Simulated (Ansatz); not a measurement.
Ansatz (a program for electronic structure) input:
A basis named .json is the Basis Set Exchange file of that set.

Ansatz 0.2 input:
```yaml
crystal:
  periodic: [false, false, false]
  atoms:
    - {symbol: C, position_ang: [-1.20549120, -0.27413528, -0.01142588]}
    - {symbol: C, position_ang: [0.10214563, 0.02322847, 0.00096816]}
    - {symbol: C, position_ang: [1.29544689, 0.29459169, 0.01227850]}
    - {symbol: H, position_ang: [-1.60592350, -1.04784115, 0.64194216]}
    - {symbol: H, position_ang: [-1.88926277, 0.25301671, -0.67507022]}
    - {symbol: H, position_ang: [2.34257840, 0.53271512, 0.02220342]}
basis:
  gaussian:
    orbitals: aug-cc-pVTZ
    fitting: {mean_field: def2-universal-jkfit, correlation: aug-cc-pVTZ-RIFIT.json}
magnetization: {spin_polarized: true, initial_magnetization: 1}
correlation: {method: mp2, electrons: outside_noble_gas}
```

**Question.** Which total energy does the run end on?

**Answer.** -115.72558 Eh (RI-MP2/aug-cc-pVTZ). The basis has 207 functions.

This state (charge 0, doublet) is run at the relaxed geometry of the species with charge 1 and multiplicity 1.

The determinant is spin-contaminated: <S^2> is 0.96 against 0.75 for a pure state.
